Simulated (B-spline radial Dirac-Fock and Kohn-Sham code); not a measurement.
## Core and valence levels of O⁴⁺

System: O⁴⁺, [He] 2s2; nuclear rms radius 2.6991 fm (A = 16).

Method: multi-electron Dirac-Fock with separately optimised hole states, Breit and Lamb-shift corrections added in first order. Computed with a B-spline atomic structure program. Correlation and solid-state effects are left out. Energies are counted from the vacuum level.

All terms are in eV, carry their sign (relaxation lowers the binding energy) and add up to the binding energy; ⟨r⟩ is the mean radius of the orbital in the initial state.

```csv
subshell,−ε (Koopmans),relaxation,Breit,QED,binding energy,⟨r⟩ (bohr)
K,669.7,-4.78,-0.17,-0.05,664.7,0.197
L1,111.4,-0.30,-0.01,0.00,111.1,0.935
```

For the deepest level, K (1s), the Breit terms make up -0.025 % of the binding energy, QED -0.008 % and orbital relaxation -0.720 %.

Going to the tabulated ground configuration of the next ion removes an electron from L1 (2s), computed at 111.1 eV. NIST lists 113.899 eV as the ionisation energy of this species (measured), +2.80 eV from the computed value. The gap is mostly the missing electron correlation.
